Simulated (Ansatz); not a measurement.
Two members of one family (Series BMe2X), computed with Ansatz in the gas phase. The two geometries come from different levels. Binding counts from free atoms in the multiplicity of their measured ground term, without zero-point energy. A dash marks a value that wasn't run or was left out as unsound. The structures are stationary points that may keep the symmetry of their start.

First: BMe2(CN) (singlet, charge 0, PBE-D4/def2-SVP geometry).

Cartesian coordinates in Å:
```
B 0.066 0.081 -0.214
C 0.731 0.720 1.052
H 1.728 0.220 1.148
H 0.185 0.524 1.996
H 0.957 1.801 0.952
C -1.006 -1.060 -0.165
H -1.991 -0.549 -0.292
H -1.048 -1.597 0.803
H -0.942 -1.780 -1.006
C 0.496 0.617 -1.611
N 0.824 1.023 -2.664
```

```csv
level,HOMO (eV),LUMO (eV),gap (eV),vertical IE (eV),binding per atom (eV)
r2SCAN-D4/def2-TZVP,-8.08,-2.89,5.19,11.02,4.38
B97M-V/def2-TZVP,-8.10,-2.80,5.30,–,4.38
B3LYP-D4/6-31G,-8.74,-2.06,6.69,–,4.29
PBE0-D4/def2-TZVP,-9.16,-2.19,6.97,11.27,4.40
CAM-B3LYP-D4/def2-TZVP,-10.59,-1.04,9.54,–,4.39
```

Second: BMe2(OH) (singlet, charge 0, PBE0-D4/def2-SVP geometry).

Cartesian coordinates in Å:
```
B -0.160 -0.368 -0.016
C -0.963 0.574 -0.989
H -1.229 1.531 -0.511
H -1.875 0.103 -1.381
H -0.322 0.837 -1.850
C 1.054 0.168 0.846
H 1.616 -0.609 1.387
H 0.681 0.891 1.593
H 1.765 0.730 0.217
O -0.555 -1.668 0.051
H -0.013 -2.188 0.653
```

Question: What does the change do? Estimate second minus first.

Answer: 
```
                 level  Δ HOMO (eV)  Δ LUMO (eV)  Δ gap (eV)  Δ vertical IE (eV)  Δ binding per atom (eV)
   r2SCAN-D4/def2-TZVP         0.84         2.97        2.13               -0.62                    -0.24
      B97M-V/def2-TZVP         0.74         2.86        2.12                   –                    -0.25
        B3LYP-D4/6-31G         0.84         2.86        2.01                   –                    -0.25
     PBE0-D4/def2-TZVP         0.76         2.86        2.09               -0.64                    -0.26
CAM-B3LYP-D4/def2-TZVP         0.73         2.40        1.67                   –                    -0.24
```
